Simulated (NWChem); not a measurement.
System: CNO, doublet; SMILES [O]C#N

The following NWChem deck was run.

```
start job
memory heap 200 mb stack 900 mb global 1100 mb
geometry units angstroms noautosym nocenter noautoz
  O      0.000000     0.000000     1.153207
  C      0.000000     0.000000    -0.048912
  N      0.000000     0.000000    -1.270301
end
basis spherical
  * library def2-tzvp
end
dft
  odft
  mult 2
  xc xcamb88 1.00 lyp 0.81 vwn_5 0.19 hfexch 1.00
  cam 0.33 cam_alpha 0.19 cam_beta 0.46
  iterations 150
end
property
  efieldgrad
end
task dft property
```

Output (shortened):

```
             Northwest Computational Chemistry Package (NWChem) 7.3.0
             --------------------------------------------------------

                             Geometry "geometry" -> ""
                             -------------------------

 Output coordinates in angstroms (scale by  1.889725989 to convert to a.u.)

  No.       Tag          Charge          X              Y              Z
 ---- ---------------- ---------- -------------- -------------- --------------
    1 O                    8.0000     0.00000000     0.00000000     1.15320700
    2 C                    6.0000     0.00000000     0.00000000    -0.04891200
    3 N                    7.0000     0.00000000     0.00000000    -1.27030100

 Effective nuclear repulsion energy (a.u.)      51.5543369786

                              NWChem Property Module
                              ----------------------

  itol2e modified to match energy
  convergence criterion.

                                 NWChem DFT Module
                                 -----------------

 Summary of "ao basis" -> "ao basis" (spherical)
 ------------------------------------------------------------------------------
       Tag                 Description            Shells   Functions and Types
 ---------------- ------------------------------  ------  ---------------------
 O                         def2-tzvp                11       31   5s3p2d1f
 C                         def2-tzvp                11       31   5s3p2d1f
 N                         def2-tzvp                11       31   5s3p2d1f

  itol2e modified to match energy
  convergence criterion.

            General Information
            -------------------
          SCF calculation type: DFT
          Wavefunction type:  spin polarized.
          No. of atoms     :     3
          No. of electrons :    21
           Alpha electrons :    11
            Beta electrons :    10
          Charge           :     0
          Spin multiplicity:     2
          Use of symmetry is: off; symmetry adaption is: off
          Maximum number of iterations: 150
          AO basis - number of functions:    93
                     number of shells:    33
          Convergence on energy requested:  1.00D-07
          Convergence on density requested:  1.00D-05
          Convergence on gradient requested:  5.00D-04

              XC Information
              --------------
                     Hartree-Fock (Exact) Exchange  1.000
                   CAM-Becke88 Exchange Functional  1.000
                      VWN V Correlation Functional  0.190 local
              Lee-Yang-Parr Correlation Functional  0.810

           Range-Separation Parameters
           ---------------------------
           Alpha           :  0.19
           Beta            :  0.46
           Gamma           :  0.33
           Short-Range HF  :     F

             Grid Information
             ----------------
          Grid used for XC integration:  fine
          Radial quadrature: Mura-Knowles
          Angular quadrature: Lebedev.
          Tag              B.-S. Rad. Rad. Pts. Rad. Cut. Ang. Pts.
          ---              ---------- --------- --------- ---------
          O                   0.60       70           8.0       590
          C                   0.70       70           7.0       590
          N                   0.65       70           8.0       590
          Grid pruning is: on
          Number of quadrature shells:   210
          Spatial weights used:  Erf1

      Superposition of Atomic Density Guess
      -------------------------------------

 Sum of atomic energies:        -166.76718726

      Non-variational initial energy
      ------------------------------

 Total energy =    -167.600347
 1-e energy   =    -329.188329
 2-e energy   =     110.033645
 HOMO         =      -0.351512
 LUMO         =       0.113144

   convergence    iter        energy       DeltaE   RMS-Dens  Diis-err
 ---------------- ----- ----------------- --------- --------- ---------
 d= 0,ls=0.0,diis     1   -167.9177327345 -2.19D+02  3.76D-03  2.26D-01
                                                     3.88D-03  2.26D-01
 d= 0,ls=0.0,diis     2   -167.9087260067  9.01D-03  2.03D-03  2.81D-01
                                                     2.09D-03  2.49D-01
 d= 0,ls=0.0,diis     3   -167.9946901491 -8.60D-02  6.68D-04  2.52D-02
                                                     7.46D-04  2.89D-02
 d= 0,ls=0.0,diis     4   -168.0020769055 -7.39D-03  3.24D-04  5.59D-03
                                                     3.28D-04  5.03D-03
 d= 0,ls=0.0,diis     5   -168.0040462182 -1.97D-03  1.15D-04  7.06D-04
                                                     9.73D-05  4.27D-04
  Resetting Diis
 d= 0,ls=0.0,diis     6   -168.0043483410 -3.02D-04  6.79D-05  3.61D-05
                                                     9.83D-05  3.08D-05
 d= 0,ls=0.0,diis     7   -168.0044223937 -7.41D-05  2.18D-05  6.46D-06
                                                     2.13D-05  3.08D-06
 d= 0,ls=0.0,diis     8   -168.0044305528 -8.16D-06  5.78D-06  1.66D-06
                                                     1.36D-05  5.49D-06
 d= 0,ls=0.0,diis     9   -168.0044334117 -2.86D-06  2.17D-05  3.31D-06
                                                     2.86D-05  1.51D-06
 d= 0,ls=0.0,diis    10   -168.0044377929 -4.38D-06  3.66D-06  3.40D-07
                                                     3.72D-06  2.45D-07
 d= 0,ls=0.0,diis    11   -168.0044379881 -1.95D-07  1.62D-06  2.17D-08
                                                     1.64D-06  1.10D-08
 d= 0,ls=0.0,diis    12   -168.0044380107 -2.26D-08  5.63D-07  1.22D-09
                                                     5.01D-07  1.80D-09

         Total DFT energy =     -168.004438010715
      One electron energy =     -329.884485203598
           Coulomb energy =      131.044920245786
    Exchange-Corr. energy =      -20.719210031484
 Nuclear repulsion energy =       51.554336978581

 Numeric. integr. density =       21.000000022091

                    DFT Final Alpha Molecular Orbital Analysis
                    ------------------------------------------

 Vector    9  Occ=1.000000D+00  E=-5.191545D-01
              MO Center= -5.7D-11,  6.7D-11, -1.3D+00, r^2= 1.0D+00
   Bfn.  Coefficient  Atom+Function         Bfn.  Coefficient  Atom+Function
  ----- ------------  ---------------      ----- ------------  ---------------
    66      0.400231  3 N  s                 70     -0.354494  3 N  pz
    35     -0.237037  2 C  s                 67      0.218639  3 N  s
    73     -0.214224  3 N  pz                65      0.205179  3 N  s
    39      0.202406  2 C  pz                42      0.152852  2 C  pz
    64     -0.133356  3 N  s                 76     -0.131144  3 N  pz

 Vector   10  Occ=1.000000D+00  E=-4.451034D-01
              MO Center=  6.3D-11, -6.9D-11, -3.8D-01, r^2= 1.9D+00
   Bfn.  Coefficient  Atom+Function         Bfn.  Coefficient  Atom+Function
  ----- ------------  ---------------      ----- ------------  ---------------
    69      0.275143  3 N  py                68     -0.245151  3 N  px
    72      0.229315  3 N  py                 7     -0.226216  1 O  py
    71     -0.204318  3 N  px                 6      0.201557  1 O  px
    10     -0.185477  1 O  py                 9      0.165259  1 O  px
    75      0.140397  3 N  py                13     -0.127124  1 O  py

 Vector   11  Occ=1.000000D+00  E=-4.065046D-01
              MO Center=  3.6D-12,  9.2D-12, -3.6D-01, r^2= 1.9D+00
   Bfn.  Coefficient  Atom+Function         Bfn.  Coefficient  Atom+Function
  ----- ------------  ---------------      ----- ------------  ---------------
    68      0.266831  3 N  px                69      0.237745  3 N  py
     6     -0.225449  1 O  px                71      0.216990  3 N  px
     7     -0.200874  1 O  py                72      0.193337  3 N  py
     9     -0.184080  1 O  px                10     -0.164014  1 O  py
    74      0.148505  3 N  px                12     -0.138173  1 O  px

 Vector   12  Occ=0.000000D+00  E= 5.888627D-02
              MO Center= -1.2D-09,  1.4D-09, -2.2D-01, r^2= 1.8D+00
   Bfn.  Coefficient  Atom+Function         Bfn.  Coefficient  Atom+Function
  ----- ------------  ---------------      ----- ------------  ---------------
    44      0.465037  2 C  py                43     -0.414346  2 C  px
    75     -0.349422  3 N  py                41      0.336037  2 C  py
    74      0.311333  3 N  px                38      0.298753  2 C  py
    40     -0.299407  2 C  px                37     -0.266187  2 C  px
    13     -0.255038  1 O  py                12      0.227237  1 O  px

 Vector   13  Occ=0.000000D+00  E= 6.559221D-02
              MO Center=  8.3D-10, -1.7D-09,  5.0D-02, r^2= 3.9D+00
   Bfn.  Coefficient  Atom+Function         Bfn.  Coefficient  Atom+Function
  ----- ------------  ---------------      ----- ------------  ---------------
    36      3.074625  2 C  s                 67     -1.671689  3 N  s
     5     -1.282705  1 O  s                 35      0.992349  2 C  s
    76     -0.724350  3 N  pz                14      0.557996  1 O  pz
    66     -0.505616  3 N  s                 53      0.317375  2 C  d  0
     4     -0.315583  1 O  s                 73     -0.291652  3 N  pz

 Vector   14  Occ=0.000000D+00  E= 7.868904D-02
              MO Center=  3.1D-10,  2.8D-10, -2.5D-01, r^2= 1.9D+00
   Bfn.  Coefficient  Atom+Function         Bfn.  Coefficient  Atom+Function
  ----- ------------  ---------------      ----- ------------  ---------------
    43      0.474042  2 C  px                44      0.422369  2 C  py
    74     -0.381373  3 N  px                75     -0.339801  3 N  py
    40      0.332094  2 C  px                41      0.295894  2 C  py
    37      0.294035  2 C  px                12     -0.266869  1 O  px
    38      0.261984  2 C  py                13     -0.237779  1 O  py

                     DFT Final Beta Molecular Orbital Analysis
                     -----------------------------------------

 Vector    8  Occ=1.000000D+00  E=-5.344060D-01
              MO Center= -7.0D-14,  1.7D-12,  4.6D-01, r^2= 1.2D+00
   Bfn.  Coefficient  Atom+Function         Bfn.  Coefficient  Atom+Function
  ----- ------------  ---------------      ----- ------------  ---------------
     7      0.242186  1 O  py                38      0.229474  2 C  py
     6     -0.215787  1 O  px                37     -0.204460  2 C  px
    10      0.194108  1 O  py                41      0.190144  2 C  py
     9     -0.172949  1 O  px                40     -0.169417  2 C  px
    13      0.104659  1 O  py                12     -0.093250  1 O  px

 Vector    9  Occ=1.000000D+00  E=-4.972065D-01
              MO Center=  7.0D-11, -7.8D-11, -1.4D+00, r^2= 9.7D-01
   Bfn.  Coefficient  Atom+Function         Bfn.  Coefficient  Atom+Function
  ----- ------------  ---------------      ----- ------------  ---------------
    66      0.393207  3 N  s                 70     -0.348258  3 N  pz
    35     -0.217681  2 C  s                 67      0.217532  3 N  s
    73     -0.215982  3 N  pz                65      0.208313  3 N  s
    39      0.193053  2 C  pz                76     -0.148551  3 N  pz
    42      0.136398  2 C  pz                64     -0.136988  3 N  s

 Vector   10  Occ=1.000000D+00  E=-3.904304D-01
              MO Center=  5.5D-12,  2.2D-12, -3.3D-01, r^2= 1.9D+00
   Bfn.  Coefficient  Atom+Function         Bfn.  Coefficient  Atom+Function
  ----- ------------  ---------------      ----- ------------  ---------------
    68      0.258488  3 N  px                69      0.230312  3 N  py
     6     -0.227655  1 O  px                71      0.208183  3 N  px
     7     -0.202840  1 O  py                 9     -0.185951  1 O  px
    72      0.185490  3 N  py                10     -0.165682  1 O  py
    74      0.151359  3 N  px                12     -0.145740  1 O  px

 Vector   11  Occ=0.000000D+00  E=-1.764628D-01
              MO Center= -4.4D-11,  5.1D-11, -3.2D-01, r^2= 2.0D+00
   Bfn.  Coefficient  Atom+Function         Bfn.  Coefficient  Atom+Function
  ----- ------------  ---------------      ----- ------------  ---------------
    69     -0.236746  3 N  py                 7      0.219531  1 O  py
    68      0.210939  3 N  px                 6     -0.195601  1 O  px
    72     -0.190514  3 N  py                10      0.180632  1 O  py
    13      0.176361  1 O  py                75     -0.177045  3 N  py
    71      0.169747  3 N  px                 9     -0.160942  1 O  px

[...]

          -----------------------
          Electric field gradient
          -----------------------

 1 a.u. = 0.324123 10**(16) esu/cm**3  ( or statvolts/cm**2 ) = 0.97174 10**(22) v/m**2

 ------------------------------------------------------------
   Atom      X         Y         Z
 ------------------------------------------------------------
    1 O    0.00000   0.00000   2.17925
 ------------------------------------------------------------

 Electric field gradient in molecular frame (a.u.)
         XX             YY             ZZ             XY             XZ             YZ
 ------------------------------------------------------------------------------------------
        0.370212       0.113854      -0.484066       1.108113       0.000000       0.000000

 Principal components (a.u.) and orientation
 of principal axis w.r.t. absolute frame                      Asymmetry parameter eta
 --------------------------------------------------------------------------------------
        1.357535      -0.873469      -0.484066                       0.286846

        0.746628      -0.665242       0.000000
        0.665242       0.746628      -0.000000
        0.000000       0.000000       1.000000

 ------------------------------------------------------------
   Atom      X         Y         Z
 ------------------------------------------------------------
    2 C    0.00000   0.00000  -0.09243
 ------------------------------------------------------------

 Electric field gradient in molecular frame (a.u.)
         XX             YY             ZZ             XY             XZ             YZ
 ------------------------------------------------------------------------------------------
       -0.225181      -0.241597       0.466777       0.070959       0.000000      -0.000000

 Principal components (a.u.) and orientation
 of principal axis w.r.t. absolute frame                      Asymmetry parameter eta
 --------------------------------------------------------------------------------------
        0.466777      -0.304820      -0.161957                       0.306063

        0.000000      -0.665242       0.746628
       -0.000000       0.746628       0.665242
        1.000000       0.000000       0.000000

 ------------------------------------------------------------
   Atom      X         Y         Z
 ------------------------------------------------------------
    3 N    0.00000   0.00000  -2.40052
 ------------------------------------------------------------

 Electric field gradient in molecular frame (a.u.)
         XX             YY             ZZ             XY             XZ             YZ
 ------------------------------------------------------------------------------------------
       -0.176513      -0.389630       0.566143       0.921194      -0.000000       0.000000

 Principal components (a.u.) and orientation
 of principal axis w.r.t. absolute frame                      Asymmetry parameter eta
 --------------------------------------------------------------------------------------
       -1.210408       0.644265       0.566143                       0.064542

       -0.665241       0.746628      -0.000000
        0.746628       0.665241      -0.000000
       -0.000000       0.000000       1.000000
```

Level: CAM-B3LYP/def2-TZVP, spin-unrestricted. The state is orbitally degenerate and is run as one real component. The geometry was optimised at PBE-D3(BJ)/def2-SVP, spin-unrestricted. No stability test was run on the SCF state. NWChem prints the field gradient with the sign opposite to the second derivative of the potential.
